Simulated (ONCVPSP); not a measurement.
Pseudopotential generation for Al (Z = 13): ONCV, PBE, non-relativistic.

The input file (ONCVPSP 4.0.1):

```
# ATOM AND REFERENCE CONFIGURATION
# atsym  z   nc   nv     iexc    psfile
  Al 13.00    3    2        4      upf
#
#   n    l    f
    1    0    2.00
    2    0    2.00
    2    1    6.00
    3    0    2.00
    3    1    0.50
#
# PSEUDOPOTENTIAL AND OPTIMIZATION
# lmax
    1
#
#   l,   rc,      ep,       ncon, nbas, qcut
    0    1.90    0.00    5   10    3.40
    1    1.90    0.00    3    7    5.10
#
# LOCAL POTENTIAL
# lloc, lpopt,  rc(5),   dvloc0
    0    5    1.90    0.00
#
# VANDERBILT-KLEINMAN-BYLANDER PROJECTORs
# l, nproj, debl
    0    0    4.00
    1    2    1.50
#
# MODEL CORE CHARGE
# icmod, fcfact, rcfact
    1    0.35    0.00
#
# LOG DERIVATIVE ANALYSIS
# epsh1, epsh2, depsh
   -2.00    5.00    0.02
#
# OUTPUT GRID
# rlmax, drl
    6.00    0.01
#
# TEST CONFIGURATIONS
# ncnf
    4
# nvcnf
#   n    l    f
    2
    3    0    2.00
    3    1    1.00
#
    2
    3    0    2.00
    3    1    0.00
#
    2
    3    0    1.00
    3    1    0.00
#
    2
    3    0    1.00
    3    1    1.00
#
```

Command:

```bash
oncvpspnr.x < Al.dat > Al.out
```

Output (shortened: citation, most of the input echo, consistency checks and plot data are left out):

```
ONCVPSP  (Optimized Norm-Conservinng Vanderbilt PSeudopotential)
scalar-relativistic version 4.0.1

#   n    l    f        energy (Ha)
    1    0    2.00    -5.5549215E+01
    2    0    2.00    -4.0996292E+00
    2    1    6.00    -2.7020899E+00
    3    0    2.00    -4.0683224E-01
    3    1    0.50    -2.0987241E-01

Reference configufation results
  iterations    27
  all-electron total energy (Ha)   -2.42147978D+02

Begin loop to  construct optimized pseudo wave functions
and semi-local pseudopoentials for all angular momenta

Calculating optimized projector #   1

 for l=   0

    Fraction of norm inside rc  0.296158
    Optimizing pswf for qcut=   3.41 a_B^-1,  ecut=   5.82 Ha
    Residual kinetic energy error=  7.07D-04 Ha

    Energy error per electron        Cutoff
         Ha          eV             Ha
         0.01000     0.27211        3.38
         0.00100     0.02721        5.52
         0.00010     0.00272       13.56
         0.00001     0.00027       60.43

   Wellstate for l =  1  n =  4
     eigenvalue =   1.2901
     asymptotic potential =   1.7901
     half-point radius =  3.1678

Calculating optimized projector #   1

 for l=   1

    Fraction of norm inside rc  0.155048
    Optimizing pswf for qcut=   5.11 a_B^-1,  ecut=  13.03 Ha
    Residual kinetic energy error=  3.65D-06 Ha

    Energy error per electron        Cutoff
         Ha          eV             Ha
         0.01000     0.27211        1.36
         0.00100     0.02721        2.23
         0.00010     0.00272        4.92
         0.00001     0.00027        7.72

Calculating optimized projector #   2

 for l=   1

    Fraction of norm inside rc  0.262691
    Optimizing pswf for qcut=   5.11 a_B^-1,  ecut=  13.03 Ha
    Residual kinetic energy error=  1.21D-03 Ha

    Energy error per electron        Cutoff
         Ha          eV             Ha
         0.01000     0.27211        4.10
         0.00100     0.02721       14.09
         0.00010     0.00272       60.92

Construct Vanderbilt / Kleinmman-Bylander projectors

B matrix Hermiticity error, ll=   1
   1   2   -8.2990E-08

  Orthonormal projector coefficients -2.0056E+00  1.7409E+00

Model core correction analysis
  based on d2Exc/dn_idn_j

d2excae - all-electron derivatives

   -1.280777D-02   -5.827462D-03
   -6.982879D-03   -3.255089D-03

d2excps - pseudofunction derivatives with no core correction

   -1.759072D-02   -8.377263D-03
   -9.222545D-03   -4.385722D-03

rms 2nd derivative error    2.986325E-03

Polynomial model core charge

d2excps - pseudofunction derivatives with core correction

   -1.420313D-02   -6.582355D-03
   -7.738165D-03   -3.607949D-03

rms 2nd derivative error    8.960846E-04

Pseudoatom total energy   -1.880489

Diagnostic tests using Vanderbilt-Kleinman-Bylander pseudopotentials
  1 or more projectors used as specified by nproj input data

   l    rcore       rmatch      e in        delta e   norm test  slope test

   0   1.9036093   1.9614070  -0.4068322   0.0000000   1.0000000   1.0000000

   1   1.9036093   1.9614070  -0.2098724  -0.0000076   0.9999523   1.0000694
   1   1.9036093   1.9614070   1.2901276   0.0001666   1.0000134   1.0000134

 Testing for bound ghosts
   n   l    E NL Schr. Eq   E Basis Diag.   E Cutoff

   2   1       -0.209880       -0.184200     60.66

 Testing for highly-localized positive-energy ghosts
       l    <radius>/rc     E Basis Diag.   E Cutoff

Test configuration 0

   n   l     f        eae           eps        diff
   1   0  2.0000  -55.54921537
   2   0  2.0000   -4.09962919
   2   1  6.0000   -2.70208993
   3   0  2.0000   -0.40683224   -0.40683224    0.00D+00
   3   1  0.5000   -0.20987241   -0.20988000   -7.59D-06

    Total energies and differences
      AE_ref= -2.42147978D+02  AE_tst= -2.42147978D+02  dif=  0.00D+00
      PS_ref= -1.88048877D+00  PS_tst= -1.88048877D+00  dif= -1.33D-15
      PSP excitation error=  1.33D-15

Test configuration 1

   n   l     f        eae           eps        diff
   1   0  2.0000  -55.40618431
   2   0  2.0000   -3.95851194
   2   1  6.0000   -2.56080543
   3   0  2.0000   -0.28408342   -0.28414836   -6.49D-05
   3   1  1.0000   -0.09995484   -0.09997612   -2.13D-05

    Total energies and differences
      AE_ref= -2.42147978D+02  AE_tst= -2.42224788D+02  dif= -7.68D-02
      PS_ref= -1.88048877D+00  PS_tst= -1.95730884D+00  dif= -7.68D-02
      PSP excitation error=  9.78D-06

Test configuration 2

   n   l     f        eae           eps        diff
   1   0  2.0000  -55.71823375
   2   0  2.0000   -4.26497396
   2   1  6.0000   -2.86769898
   3   0  2.0000   -0.54333148   -0.54313581    1.96D-04

    Total energies and differences
      AE_ref= -2.42147978D+02  AE_tst= -2.42012701D+02  dif=  1.35D-01
      PS_ref= -1.88048877D+00  PS_tst= -1.74523134D+00  dif=  1.35D-01
      PSP excitation error=  1.91D-05

Test configuration 3

   n   l     f        eae           eps        diff
   1   0  2.0000  -56.18263523
   2   0  2.0000   -4.71488669
   2   1  6.0000   -3.31782211
   3   0  1.0000   -0.87114036   -0.86961261    1.53D-03

    Total energies and differences
      AE_ref= -2.42147978D+02  AE_tst= -2.41307412D+02  dif=  8.41D-01
      PS_ref= -1.88048877D+00  PS_tst= -1.04069978D+00  dif=  8.40D-01
      PSP excitation error=  7.77D-04

Test configuration 4

   n   l     f        eae           eps        diff
   1   0  2.0000  -55.78290525
   2   0  2.0000   -4.32810391
   2   1  6.0000   -2.93033160
   3   0  1.0000   -0.57238058   -0.57201645    3.64D-04
   3   1  1.0000   -0.35842876   -0.35816163    2.67D-04

    Total energies and differences
      AE_ref= -2.42147978D+02  AE_tst= -2.41800591D+02  dif=  3.47D-01
      PS_ref= -1.88048877D+00  PS_tst= -1.53321296D+00  dif=  3.47D-01
      PSP excitation error=  1.11D-04
```

oncvpspnr.x prints “scalar-relativistic version” in its banner although the run is non-relativistic.

The run took about 3 s on one core of a shared server CPU.
